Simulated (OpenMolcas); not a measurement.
## Ionisation energies of copper

* Program: OpenMolcas
* Basis: ANO-RCC [10s9p8d6f4g2h]
* Scalar Hamiltonian: DKH2, point nucleus
* Spin-orbit coupling: state interaction with AMFI integrals over the reference wave functions, term energies averaged over their components

Active shells in each charge state: the valence d shell, with orbitals averaged over the low states. Where CASPT2's correlated closed shells are named, they are those of the first ion.

A. CASSCF
B. SS-CASPT2, IPEA 0.25 Eh, imaginary shift 0.1 Eh (closed shells correlated: 3s 3p)
C. SS-CASPT2, IPEA 0 Eh, imaginary shift 0.1 Eh (closed shells correlated: 3s 3p)
D. SS-CASPT2, IPEA 0.25 Eh, imaginary shift 0.1 Eh (closed shells correlated: none)
E. SS-CASPT2, IPEA 0.25 Eh, imaginary shift 0.1 Eh (closed shells correlated: 2s 2p 3s 3p)

Energies in eV between the lowest computed levels, named as in B; reference values from the NIST Atomic Spectra Database with their kind.

```json
{"From": "Cu2+ 3d9 2D 5/2", "To": "Cu3+ 3d8 3F4", "A": "34.042", "B": "37.293", "C": "37.230", "D": "36.881", "E": "37.305", "Spin-orbit share in B": "-0.066", "Reference": "36.841 (measured)"}
{"From": "Cu3+ 3d8 3F4", "To": "Cu4+ 3d7 4F 9/2", "A": "55.029", "B": "57.637", "C": "57.612", "D": "57.265", "E": "57.659", "Spin-orbit share in B": "-0.016", "Reference": "57.380 (semi-empirical)"}
{"From": "Cu4+ 3d7 4F 9/2", "To": "Cu5+ 3d6 5D4", "A": "78.407", "B": "80.549", "C": "80.547", "D": "80.211", "E": "80.580", "Spin-orbit share in B": "+0.050", "Reference": "79.800 (semi-empirical)"}
{"From": "Cu5+ 3d6 5D4", "To": "Cu6+ 3d5 6S 5/2", "A": "101.952", "B": "103.982", "C": "103.962", "D": "103.629", "E": "104.030", "Spin-orbit share in B": "+0.135", "Reference": "103.000 (semi-empirical)"}
{"From": "Cu6+ 3d5 6S 5/2", "To": "Cu7+ 3d4 5D0", "A": "138.089", "B": "139.193", "C": "139.229", "D": "138.919", "E": "139.263", "Spin-orbit share in B": "-0.238", "Reference": "139.000 (semi-empirical)"}
{"From": "Cu7+ 3d4 5D0", "To": "Cu8+ 3d3 4F 3/2", "A": "166.098", "B": "167.231", "C": "167.262", "D": "166.790", "E": "167.329", "Spin-orbit share in B": "-0.104", "Reference": "166.000 (theoretical)"}
```

Error against the reference values, in %:

| From | Reference | A | B | C | D | E |
| --- | --- | --- | --- | --- | --- | --- |
| Cu2+ | measured | -7.6 | +1.2 | +1.1 | +0.1 | +1.3 |
| Cu3+ | semi-empirical | -4.1 | +0.4 | +0.4 | -0.2 | +0.5 |
| Cu4+ | semi-empirical | -1.7 | +0.9 | +0.9 | +0.5 | +1.0 |
| Cu5+ | semi-empirical | -1.0 | +1.0 | +0.9 | +0.6 | +1.0 |
| Cu6+ | semi-empirical | -0.7 | +0.1 | +0.2 | -0.1 | +0.2 |
| Cu7+ | theoretical | +0.1 | +0.7 | +0.8 | +0.5 | +0.8 |

Absolute error against the one measured value: A 2.80 eV, B 0.45 eV, C 0.39 eV, D 0.04 eV, E 0.46 eV. D lies closest.

The lowest level within the active space need not be the ion's true ground level.
